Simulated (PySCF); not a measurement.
## `CC(=C=CF)C=O`, C₅H₅FO

Geometry (Å), atoms numbered from 1 in this order:
```xyz
12

C    -1.184   -1.093    0.608
C    -0.483   -0.366   -0.497
C     0.814   -0.403   -0.735
C     2.086   -0.446   -1.044
F     2.994    0.390   -0.544
C    -1.326    0.474   -1.398
O    -2.519    0.571   -1.273
H    -1.633   -0.368    1.304
H    -0.499   -1.748    1.161
H    -2.014   -1.686    0.195
H     2.510   -1.186   -1.730
H    -0.765    1.007   -2.204
```

Computed, not measured: PySCF, TDDFT CAM-B3LYP/def2-TZVPD circular dichroism and optical rotation, one conformer, gas phase. Geometry: PBE0-D3(BJ)/def2-SVP.

No stereocentre is labelled: unless the shape is locked (an allene, a helicene, a hindered biaryl), the mirror image is equally populated and a measured rotation or CD is zero.

Task: Draw the ECD and absorption spectra from the lowest 12 states, each a Gaussian of half-width 0.25 eV at 1/e height.

Result: 
| E (eV) | λ (nm) | Δε (L mol⁻¹ cm⁻¹) | ε (L mol⁻¹ cm⁻¹) |
| --- | --- | --- | --- |
| 3.25 | 382 | +0.01 | 0.486 |
| 3.35 | 370 | +0.05 | 2.05 |
| 3.45 | 360 | +0.16 | 6.29 |
| 3.55 | 349 | +0.35 | 14 |
| 3.65 | 340 | +0.57 | 22.6 |
| 3.75 | 331 | +0.67 | 26.6 |
| 3.85 | 322 | +0.57 | 22.6 |
| 3.95 | 314 | +0.36 | 14 |
| 4.05 | 306 | +0.16 | 6.4 |
| 4.15 | 299 | +0.07 | 2.65 |
| 4.25 | 292 | +0.07 | 2.98 |
| 4.35 | 285 | +0.17 | 7.61 |
| 4.45 | 279 | +0.38 | 16.5 |
| 4.55 | 273 | +0.60 | 26.3 |
| 4.65 | 267 | +0.69 | 30.4 |
| 4.75 | 261 | +0.58 | 25.6 |
| 4.85 | 256 | +0.36 | 15.6 |
| 4.95 | 251 | +0.16 | 6.92 |
| 5.05 | 246 | +0.05 | 2.27 |
| 5.15 | 241 | +0.01 | 1.16 |
| 5.25 | 236 | 0.00 | 7.32 |
| 5.35 | 232 | +0.01 | 59.3 |
| 5.45 | 228 | +0.06 | 353 |
| 5.55 | 223 | +0.28 | 1530 |
| 5.65 | 220 | +0.87 | 4800 |
| 5.75 | 216 | +1.99 | 11000 |
| 5.85 | 212 | +3.30 | 18100 |
| 5.95 | 208 | +3.96 | 21800 |
| 6.05 | 205 | +3.41 | 19100 |
| 6.15 | 202 | +1.92 | 12100 |
| 6.25 | 198 | -0.06 | 5580 |
| 6.35 | 195 | -2.62 | 1920 |
| 6.45 | 192 | -5.49 | 655 |
| 6.55 | 189 | -6.52 | 679 |
| 6.65 | 187 | -3.44 | 1540 |
| 6.75 | 184 | 0.00 | 3270 |
| 6.85 | 181 | -6.55 | 5970 |
| 6.95 | 178 | -25.38 | 9840 |
| 7.05 | 176 | -38.11 | 15300 |
| 7.15 | 173 | -23.81 | 21700 |
| 7.25 | 171 | +10.08 | 26300 |
| 7.35 | 169 | +34.22 | 25400 |
| 7.45 | 166 | +33.54 | 18900 |
| 7.55 | 164 | +18.81 | 11200 |
| 7.65 | 162 | +6.05 | 6040 |
| 7.75 | 160 | +0.60 | 4170 |
| 7.85 | 158 | -0.26 | 3960 |

Δε uses R in velocity form, ε uses f in length form. Only the states computed contribute, so the short-wavelength end is incomplete.
